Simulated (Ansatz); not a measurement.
Isomers of Sc₈O₁₂ (singlet), found by a short tight-binding search and relaxed with PBE-D4/def2-SVP in Ansatz.

Correlated methods freeze 52 core orbitals; core or outer-core shells of Sc are correlated, in sets that lack core-valence functions. Single mean-field runs in def2-SVP, def2-TZVP are fitted with def2-universal-jkfit.

Run but left out: GFN1-xTB, GFN2-xTB (tight binding far off the other levels); HF/def2-SVP, MP2/def2-SVP (A: restricted singlet, unstable towards broken spin symmetry).

A further structure is left out (at the level of its geometry, restricted singlet, unstable towards broken spin symmetry); at PBE0-D4/def2-TZVP its energy lies 2.90 eV above the lowest shown. A further structure is left out (at the level of its geometry, restricted singlet, unstable towards broken spin symmetry); at PBE0-D4/def2-TZVP its energy lies 3.40 eV above the lowest shown.

A: The restricted singlet is unstable towards broken spin symmetry in Hartree–Fock (as tested in another run); at PBE-D4/def2-SVP, PBE-D4/def2-TZVP, r2SCAN-D4/def2-TZVP, PBE0-D4/def2-SVP and others this wasn't settled. It holds 1 O–O bond. B: The restricted singlet is unstable towards broken spin symmetry in Hartree–Fock (as tested in another run); at PBE-D4/def2-SVP, PBE-D4/def2-TZVP, r2SCAN-D4/def2-TZVP, PBE0-D4/def2-SVP and others this wasn't settled. It holds 2 O–O bonds.

Other spin states weren't relaxed.

A:

Cartesian coordinates in Å:
```
Sc -1.639 -0.939 1.023
Sc -1.092 1.477 -0.871
Sc 0.109 2.775 1.587
Sc 1.096 -0.544 -2.588
Sc 1.195 -2.200 0.129
Sc 1.709 0.649 0.119
Sc -1.421 -1.775 -1.772
Sc 0.288 0.105 2.931
O 1.540 -0.940 1.553
O -0.320 0.716 0.915
O 0.037 1.930 3.328
O -0.060 -2.168 -3.311
O 1.888 2.306 0.991
O -0.819 -2.503 0.046
O 0.746 1.163 -1.648
O -0.769 -0.855 -3.508
O -2.290 -0.229 -0.789
O -1.161 3.080 0.089
O 2.277 -1.126 -1.114
O -1.314 -0.922 2.888
```

B:

```tsv
atom	x (Å)	y (Å)	z (Å)
Sc1	0.618	-1.063	2.257
Sc2	-1.989	2.639	-0.734
Sc3	-2.197	-2.543	1.847
Sc4	3.683	-2.148	1.247
Sc5	-1.175	-0.968	-0.666
Sc6	1.783	-0.732	-1.278
Sc7	-0.009	1.231	-2.467
Sc8	-1.890	0.931	2.200
O9	-0.508	-2.575	2.604
O10	0.552	-0.745	0.297
O11	-2.169	2.507	1.150
O12	-2.309	-0.739	1.182
O13	0.033	-0.898	-2.268
O14	-0.170	3.066	-1.429
O15	-1.057	3.106	-2.635
O16	3.809	-1.062	-0.350
O17	1.807	1.019	-1.967
O18	-1.755	0.820	-1.290
O19	3.151	-2.393	-0.618
O20	-0.207	0.547	2.918
```

Question: Estimate which lies lowest at each level, and how far above it the others are (kJ/mol).

Answer: 
```tsv
level	A	B
PBE-D4/def2-SVP	0.0	879.0
PBE-D4/def2-TZVP	0.0	839.2
r2SCAN-D4/def2-TZVP	0.0	874.6
PBE0-D4/def2-SVP	0.0	890.8
PBE0-D4/def2-TZVP	0.0	846.1
r2SCAN0-D4/def2-TZVP	0.0	866.8
RPA@PBE/def2-SVP	0.0	897.1
```
Point groups (tolerance 0.1 Å): A not assigned, B not assigned. Lower isomers may exist. From def2-SVP to def2-TZVP the PBE0 values move by up to 44.7 kJ/mol, so results in the small set are rough.
